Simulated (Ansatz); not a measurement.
Reaction (ligand exchange at the Si–S bond): `O[SiH]([SiH3])S` + CH₃OH → `CO[SiH](O)[SiH3]` + H₂S

Program: Ansatz. Geometries: PBE0-D4/def2-TZVP. ΔE: electronic, gas phase. CCSD(T)/CBS is the MP2 limit (def2-TZVPP, def2-QZVPP) plus CCSD(T) − MP2 in def2-TZVPP, frozen cores. This one scheme is used for every species. DFT in def2-TZVPP. B3LYP here is the variant with VWN-RPA as its local correlation; programs differ in this. HSE06 is defined as in plane-wave codes. Each species was taken in one conformer, which may not be the lowest.

```json
{"level": "LDA (SPW92)", "ΔE (kJ/mol)": "-37.8", "difference from CCSD(T)/CBS": "4.3"}
{"level": "revPBE-D4", "ΔE (kJ/mol)": "-30.4", "difference from CCSD(T)/CBS": "11.7"}
{"level": "BLYP-D4", "ΔE (kJ/mol)": "-44.0", "difference from CCSD(T)/CBS": "-1.9"}
{"level": "r2SCAN-D4", "ΔE (kJ/mol)": "-40.3", "difference from CCSD(T)/CBS": "1.8"}
{"level": "B97M-V", "ΔE (kJ/mol)": "-43.5", "difference from CCSD(T)/CBS": "-1.4"}
{"level": "PBE0-D4", "ΔE (kJ/mol)": "-32.8", "difference from CCSD(T)/CBS": "9.3"}
{"level": "B3LYP-D4", "ΔE (kJ/mol)": "-45.0", "difference from CCSD(T)/CBS": "-2.9"}
{"level": "r2SCANh-D4", "ΔE (kJ/mol)": "-40.2", "difference from CCSD(T)/CBS": "1.9"}
{"level": "r2SCAN0-D4", "ΔE (kJ/mol)": "-40.1", "difference from CCSD(T)/CBS": "2.0"}
{"level": "HSE06-D4", "ΔE (kJ/mol)": "-32.4", "difference from CCSD(T)/CBS": "9.7"}
{"level": "BHLYP-D4", "ΔE (kJ/mol)": "-48.1", "difference from CCSD(T)/CBS": "-6.0"}
{"level": "ωB97X-V", "ΔE (kJ/mol)": "-44.0", "difference from CCSD(T)/CBS": "-1.9"}
{"level": "ωB97M-V", "ΔE (kJ/mol)": "-43.7", "difference from CCSD(T)/CBS": "-1.6"}
{"level": "B2PLYP", "ΔE (kJ/mol)": "-46.4", "difference from CCSD(T)/CBS": "-4.3"}
{"level": "PBE-QIDH", "ΔE (kJ/mol)": "-38.1", "difference from CCSD(T)/CBS": "4.0"}
{"level": "PBE", "ΔE (kJ/mol)": "-30.9", "difference from CCSD(T)/CBS": "11.2"}
{"level": "revPBE", "ΔE (kJ/mol)": "-28.4", "difference from CCSD(T)/CBS": "13.7"}
{"level": "BLYP", "ΔE (kJ/mol)": "-44.2", "difference from CCSD(T)/CBS": "-2.1"}
{"level": "r2SCAN", "ΔE (kJ/mol)": "-39.9", "difference from CCSD(T)/CBS": "2.2"}
{"level": "PBE0", "ΔE (kJ/mol)": "-32.8", "difference from CCSD(T)/CBS": "9.3"}
{"level": "r2SCANh", "ΔE (kJ/mol)": "-39.9", "difference from CCSD(T)/CBS": "2.2"}
{"level": "r2SCAN0", "ΔE (kJ/mol)": "-39.8", "difference from CCSD(T)/CBS": "2.3"}
{"level": "HSE06", "ΔE (kJ/mol)": "-32.5", "difference from CCSD(T)/CBS": "9.6"}
{"level": "BHLYP", "ΔE (kJ/mol)": "-49.9", "difference from CCSD(T)/CBS": "-7.8"}
{"level": "CAM-B3LYP", "ΔE (kJ/mol)": "-51.3", "difference from CCSD(T)/CBS": "-9.2"}
{"level": "LC-ωPBE", "ΔE (kJ/mol)": "-39.7", "difference from CCSD(T)/CBS": "2.4"}
{"level": "RPA@PBE/def2-TZVPP", "ΔE (kJ/mol)": "-49.5", "difference from CCSD(T)/CBS": "-7.4"}
{"level": "HF/def2-SVP", "ΔE (kJ/mol)": "-49.1", "difference from CCSD(T)/CBS": "-7.0"}
{"level": "MP2/def2-SVP", "ΔE (kJ/mol)": "-45.3", "difference from CCSD(T)/CBS": "-3.2"}
{"level": "CCSD/def2-SVP", "ΔE (kJ/mol)": "-47.6", "difference from CCSD(T)/CBS": "-5.5"}
{"level": "CCSD(T)/def2-SVP", "ΔE (kJ/mol)": "-47.0", "difference from CCSD(T)/CBS": "-4.9"}
{"level": "HF/def2-TZVPP", "ΔE (kJ/mol)": "-54.8", "difference from CCSD(T)/CBS": "-12.7"}
{"level": "MP2/def2-TZVPP", "ΔE (kJ/mol)": "-43.5", "difference from CCSD(T)/CBS": "-1.4"}
{"level": "SCS-MP2/def2-TZVPP", "ΔE (kJ/mol)": "-47.8", "difference from CCSD(T)/CBS": "-5.7"}
{"level": "HF/def2-QZVPP", "ΔE (kJ/mol)": "-56.0", "difference from CCSD(T)/CBS": "-13.9"}
{"level": "MP2/def2-QZVPP", "ΔE (kJ/mol)": "-41.4", "difference from CCSD(T)/CBS": "0.7"}
{"level": "SCS-MP2/def2-QZVPP", "ΔE (kJ/mol)": "-45.5", "difference from CCSD(T)/CBS": "-3.4"}
{"level": "HF/CBS(def2)", "ΔE (kJ/mol)": "-56.2", "difference from CCSD(T)/CBS": "-14.1"}
{"level": "MP2/CBS(def2)", "ΔE (kJ/mol)": "-39.1", "difference from CCSD(T)/CBS": "3.0"}
{"level": "CCSD/CBS(def2)", "ΔE (kJ/mol)": "-44.0", "difference from CCSD(T)/CBS": "-1.9"}
{"level": "CCSD(T)/CBS", "ΔE (kJ/mol)": "-42.1", "difference from CCSD(T)/CBS": "0"}
```

Largest T1 diagnostic among the species: 0.012.

From BLYP to BHLYP (50 % exact exchange), in def2-TZVPP and without D4, ΔE moves by −5.7 kJ/mol. In def2-TZVPP, CCSD(T) changes the Hartree–Fock value by +8.2 kJ/mol (the triples alone add +1.8 kJ/mol) and MP2 by +11.2 kJ/mol. At CCSD(T), def2-SVP lies −4.9 kJ/mol from the extrapolated value and def2-TZVPP −4.5 kJ/mol.
